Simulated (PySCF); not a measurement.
## Sm⁴⁸⁺ (samarium, charge +48): Hartree-Fock from Schrödinger to Dirac-Coulomb-Breit

Occupied: 1s1/2, 2s1/2, 2p1/2, 2p3/2, 3s1/2, 3p1/2. Hartree-Fock calculated with PySCF 2.14 in an uncontracted even-tempered set (17 s from 5.3 bohr⁻², ratio 2.7; 13 p from 6.4 bohr⁻², ratio 2.7), Gaussian nucleus throughout. NR is non-relativistic, sf-X2C the spin-free one-electron X2C Hamiltonian, X2C adds the bare one-electron spin-orbit term, X2C-SNSO screens it by Boettger's factors, DC is four-component Dirac-Coulomb, and the Gaunt and Breit terms are added at first order (total energies over the DC spinors, levels after relaxing the spinors in that mean field). QED terms are absent. Levels marked empty are virtual spinors of this ion; the basis has s and p functions only, so 3d, which can lie below the n = 4 levels, is absent.

```json
{"Hamiltonian": "X2C", "E (hartree)": "-8158.8429", "E − E(DC) (hartree)": "2.3407", "CPU seconds": "0.14"}
{"Hamiltonian": "X2C-SNSO", "E (hartree)": "-8158.1966", "E − E(DC) (hartree)": "2.9870", "CPU seconds": "0.15"}
{"Hamiltonian": "DC", "E (hartree)": "-8161.1836", "E − E(DC) (hartree)": "0.0000", "CPU seconds": "12"}
{"Hamiltonian": "DC+Gaunt", "E (hartree)": "-8152.4872", "E − E(DC) (hartree)": "8.6964", "CPU seconds": "21"}
{"Hamiltonian": "DC+Breit", "E (hartree)": "-8153.2783", "E − E(DC) (hartree)": "7.9053", "CPU seconds": "62"}
```

```
   level (eV)       X2C  X2C-SNSO        DC  DC+Gaunt  DC+Breit
        1s1/2  -50389.8  -50390.6  -50437.8  -50300.5  -50309.9
        2s1/2  -10965.1  -10965.4  -10971.6  -10957.2  -10958.3
        2p1/2  -10601.3  -10585.1  -10588.2  -10563.7  -10566.2
        2p3/2   -9942.6   -9948.9   -9953.4   -9936.8   -9939.2
        3s1/2   -4354.2   -4354.3   -4355.8   -4352.2   -4352.6
        3p1/2   -4232.1   -4228.0   -4228.8   -4222.6   -4223.4
3p3/2 (empty)   -3969.5   -3971.1   -3972.0   -3968.0   -3968.9
4s1/2 (empty)   -2249.4   -2249.5   -2250.0   -2248.7   -2248.9
```

```json
{"interval (eV)": "2p3/2 − 2p1/2", "X2C": "658.6", "X2C-SNSO": "636.2", "DC": "634.8", "DC+Gaunt": "626.9", "DC+Breit": "627.0"}
```

Weight of the small component: 1s1/2 0.0532, 2s1/2 0.0120, 2p1/2 0.0120, 2p3/2 0.0112, 3s1/2 0.00455, 3p1/2 0.00450, 3p3/2 0.00426, 4s1/2 0.00212.

Koopmans' value for the highest occupied level at DC+Breit: 4223.4 eV, against an ionisation energy of 4227 ± 4 eV (theoretical estimate listed by NIST; NIST Atomic Spectra Database, ionization energies); the former lacks relaxation, correlation, QED and recoil.

The whole ladder took 98 s of wall time on 1 thread of Intel(R) Xeon(R) 6975P-C (shared host), launched as `OMP_NUM_THREADS=1 python relrun2.py TASK.json OUT` (a driver that calls PySCF for each Hamiltonian).
